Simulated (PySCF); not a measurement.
Computed structure and properties of [Er(H2O)4]3+

System: [Er(H2O)4]3+ (singlet in the valence; each metal's 4f electrons, 11 of them, lie in its core potential, out of spins and levels); start: displaced along the imaginary mode (S4). Method: PySCF 2.14.0, RKS TPSS, Er lcecp-1-SVP with ECP57, O def2-SVP, H def2-SVP; non-relativistic Hamiltonian with scalar-relativistic core potentials where named; density fitting; no spin-orbit coupling.

Input of the relaxation:

```python
mol = gto.M(atom='''
Er    -0.00000    -0.00000    -0.00000
O      1.29369     1.31279     1.30475
H      1.87118     1.01145     2.09607
H      1.46378     2.31783     1.19811
O     -1.29369    -1.30475     1.31279
H     -1.46378    -1.19811     2.31783
H     -1.87118    -2.09607     1.01145
O      1.29369    -1.31279    -1.30475
H      1.46378    -2.31783    -1.19811
H      1.87118    -1.01145    -2.09607
O     -1.29369     1.30475    -1.31279
H     -1.87118     2.09607    -1.01145
H     -1.46378     1.19811    -2.31783''',
    basis={'Er': 'lcecp-1-SVP', 'O': 'def2-SVP', 'H': 'def2-SVP'},
    ecp={'Er': 'lcecp-1-SVP'},
    charge=3, spin=0)
mf = dft.RKS(mol, xc='TPSS')
mf.grids.atom_grid = (50, 194)  # f atoms: unpruned, at least (60, 302)
mf = mf.density_fit()  # fitting sets: Er AutoAux, O def2-universal-JKFIT, H def2-universal-JKFIT
mf.conv_tol = 1e-08; mf.max_cycle = 55
mf.kernel(dm0)  # dm0: converged density of the start geometry
# quasi-Newton relaxation in Cartesian coordinates to a largest gradient under 0.00045 Eh/bohr, steps kept in the point group
```

Run from Python with OMP_NUM_THREADS=2; the lines above give its settings. Where DIIS fails, smearing, a level shift and second-order steps follow.
It took 5.1 min on 2 threads of Arm Neoverse N1, with other jobs on the host, from the converged density of the start.

Course of the relaxation:

```
step  energy above end (eV)  largest force component within the symmetry (eV/Å)
   0                 0.2223                                               1.232
   1                 0.0363                                               0.073
   2                 0.0337                                               0.024
   3                 0.0307                                               0.197
   4                 0.0269                                               0.131
   5                 0.0176                                               0.096
   6                 0.0107                                               0.106
   7                 0.0080                                               0.094
  13                 0.0008                                               0.035
  14                 0.0004                                               0.047
  15                 0.0004                                               0.056
  16                 0.0002                                               0.026
  17                 0.0000                                               0.008
  18                 0.0000                                               0.005
```
(The steps between are left out.)

Relaxed geometry (S4):

```xyz
13

Er    0.0000    0.0000    0.0000
O     1.3418    1.3163    1.2481
H     2.1542    1.0575    1.7595
H     1.2674    2.2943    1.4113
O    -1.3417   -1.2482    1.3163
H    -1.2673   -1.4114    2.2943
H    -2.1543   -1.7592    1.0575
O     1.3418   -1.3163   -1.2481
H     1.2674   -2.2943   -1.4113
H     2.1542   -1.0575   -1.7595
O    -1.3417    1.2482   -1.3163
H    -2.1543    1.7592   -1.0575
H    -1.2673    1.4114   -2.2943
```

```
      contact      Å
 Er1–O2 (H2O)  2.256
 Er1–O5 (H2O)  2.256
 Er1–O8 (H2O)  2.256
Er1–O11 (H2O)  2.256
```

On the finer grid (75, 302):

```
HOMO                                                          : -22.65 eV
LUMO                                                          : -15.81 eV
Dipole about the centre of mass                               : 0.00 D
Set of Mulliken populations of Er1 outside the core potential : s 2.19, p 6.26, d 0.87, f 0.04
D3(BJ) dispersion energy (not in the energies)                : -0.241 eV
```

```tsv
atom	Mulliken (e)	Löwdin (e)	spin (e)
Er1	1.63	1.22	0.00
O2	-0.31	0.03	0.00
H3	0.32	0.21	0.00
H4	0.32	0.21	0.00
O5	-0.31	0.03	0.00
H6	0.32	0.21	0.00
H7	0.32	0.21	0.00
O8	-0.31	0.03	0.00
H9	0.32	0.21	0.00
H10	0.32	0.21	0.00
O11	-0.31	0.03	0.00
H12	0.32	0.21	0.00
H13	0.32	0.21	0.00
```

The 4f levels lie in the core potential and are missing. Their spin isn't counted.

No frequency check is given for this geometry.

Taking off one H2O (charge 0, singlet; the rest: singlet) in vacuum, both parts rigid, costs 3.50 eV; the small basis without counterpoise inflates it. Parting with an electron moved from the ligand to the metal can be far cheaper, even downhill.

Rigid scan of H2O along the line from its metal:

distance to O2 (Å), energy (eV) and a bar:
```
     1.96      0.673 ##############################
     2.06      0.254 ###########
     2.16      0.055 ##
     2.26      0.000 
     2.36      0.040 ##
     2.46      0.140 ######
     2.66      0.431 ###################
```

One start shape was tried, so this needn't be the lowest isomer.

An lcecp potential fixes the number of 4f electrons, so in runs with it no electron can move into or out of that shell.
